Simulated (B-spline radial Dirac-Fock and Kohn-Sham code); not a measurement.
**Relativistic shifts of the levels of Sb²¹⁺**

System: the Sb²¹⁺ ion in the configuration [Ar] 3d10 4s2.

Both columns are ΔSCF binding energies of the configuration average from a radial B-spline solver: non-relativistic Hartree-Fock with a point nucleus, and Dirac-Fock with a finite nucleus and the Coulomb interaction alone, averaged over the two j levels with weights 2j+1.

```
shell  Hartree-Fock (eV)  Dirac-Fock (eV)  shift (eV)  shift (%)
   1s            30114.4          31243.3    +1128.90      +3.75
   2s             5070.5           5350.9     +280.45      +5.53
   2p             4777.0           4861.2      +84.21      +1.76
   3s             1484.9           1548.0      +63.14      +4.25
   3p             1361.2           1382.7      +21.51      +1.58
   3d             1139.1           1133.9       -5.27      -0.46
   4s              639.4            657.6      +18.17      +2.84
```

Relativity binds 1s, 2s, 2p, 3s, 3p, 4s more strongly, among those listed most of all 2s in relative terms, and 3d more weakly, because the contracted s and p shells screen the nucleus better.

Values without a named source are computed, but for edge energies of neutral atoms, which are taken from tables.
